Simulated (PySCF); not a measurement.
# Molecular orbitals of SrLi

ωB97X at R = 3.647 Å; PySCF, scalar-relativistic core potentials, basis sets Sr def2-SVP with ECP28, Li def2-SVP. State: ²Σ⁺ (doublet), unpaired electrons σ ↑. Only the outer orbitals are listed, counted within each symmetry, core potentials removing the inner ones.

```
spin  orbital  occ.  ε (eV)  on Sr (%)            main shells (%)
   α       1σ     1  -57.75          0                   100 Li s
   α       2σ     1  -47.39        100                   100 Sr s
   α       1π     1  -27.60        100                   100 Sr p
   α       1π     1  -27.60        100                   100 Sr p
   α       3σ     1  -27.53        100                   100 Sr p
   α       4σ     1   -6.35         63           61 Sr s, 33 Li s
   α       5σ     1   -4.38         61  39 Li s, 32 Sr s, 24 Sr p
   α       2π     0    0.31         89           85 Sr p, 11 Li p
   α       2π     0    0.31         89           85 Sr p, 11 Li p
   α       6σ     0    0.44         34  50 Li s, 39 Sr p, 16 Li p
   β       1σ     1  -57.65          0                   100 Li s
   β       2σ     1  -47.35        100                   100 Sr s
   β       1π     1  -27.58        100                   100 Sr p
   β       1π     1  -27.58        100                   100 Sr p
   β       3σ     1  -27.48        100                   100 Sr p
   β       4σ     1   -5.71         81           78 Sr s, 17 Li s
   β       5σ     0   -1.03         29  66 Li s, 16 Sr s, 12 Sr p
   β       2π     0    0.23         91            91 Sr p, 9 Li p
   β       2π     0    0.23         91            91 Sr p, 9 Li p
```

Q: Which are the highest filled and the lowest empty level, where do they sit, and how wide is the gap?

A: Highest filled α 5σ at -4.38 eV (in %: 39 Li s, 32 Sr s, 24 Sr p); lowest empty β 5σ at -1.03 eV (in %: 66 Li s, 16 Sr s, 12 Sr p); the gap at ωB97X is 3.35 eV.

```
bond order (Mayer)                               : 0.67
⟨S²⟩                                             : 0.758
charge on Sr (Mulliken, basis-dependent)         : -0.05
charge on Sr (Löwdin, basis-dependent)           : -0.06
dipole moment (positive dipole means Sr(−)Li(+)) : 1.63 D
```

Spin–orbit coupling is left out. The state was picked by a PBE0 search and need not be the measured ground state.
